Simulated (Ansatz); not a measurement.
`O[Si](F)(F)[SiH3]` + H₂ → `O[SiH](F)[SiH3]` + H–F at 400 K and 1 bar (hydrogenolysis of the Si–F bond).

Program: Ansatz. Geometries: PBE0-D4/def2-TZVP. ΔE: electronic, gas phase. CBS: MP2 limit from def2 TZ/QZ plus the TZ coupled-cluster correction, frozen cores. This one scheme is used for every species. One conformer a species, not always the lowest.

```tsv
species	CCSD(T)/CBS energy (Eh)	H − E (kJ/mol)	S (J/(mol·K))
`O[Si](F)(F)[SiH3]`	-855.51273	154.9	397.5
H₂	-1.17544	38.0	139.0
`O[SiH](F)[SiH3]`	-756.23815	165.6	373.8
H–F	-100.39570	36.5	182.2
```

H − E and S are ideal-gas, rigid-rotor, harmonic terms from PBE0-D4/def2-TZVP, for one conformer and one mirror image of each species. The MP2-based limit puts H₂ 0.8 mEh under its directly extrapolated value; such offsets cancel only in part. 1 Eh = 2625.50 kJ/mol, R = 8.31446 J/(mol·K).

**Question.** By hand: ΔE, ΔH, ΔS and ΔG.

**Answer.** ΔE = (-756.23815) + (-100.39570) − (-855.51273) − (-1.17544) = 0.05432 Eh = 142.6 kJ/mol. Δ(H − E) = 165.6 + 36.5 − 154.9 − 38.0 = 9.2, so ΔH = 151.8 kJ/mol. ΔS = 373.8 + 182.2 − 397.5 − 139.0 = 19.5 J/(mol·K). ΔG = 151.8 − 400 × (19.5)/1000 = 144.0 kJ/mol.

**Question.** By hand: the equilibrium constant, and the temperature at which ΔG would vanish if ΔH and ΔS stayed fixed.

**Answer.** log₁₀ K = −ΔG/(RT ln 10) = -18.8. ΔG = 0 at ΔH/ΔS = 7785 K, far beyond where these terms or the molecules hold.

ΔH outweighs TΔS. A doubt of 5 kJ/mol in ΔE shifts log₁₀ K by 0.7 here. Other conformers and mirror images would add mixing entropy, several J/(mol·K) or more a flexible species. These are equilibria of isolated gas molecules and say nothing of rates. Largest T1 diagnostic: 0.013 (customary marks: 0.02 for closed shells, 0.045 for open ones).
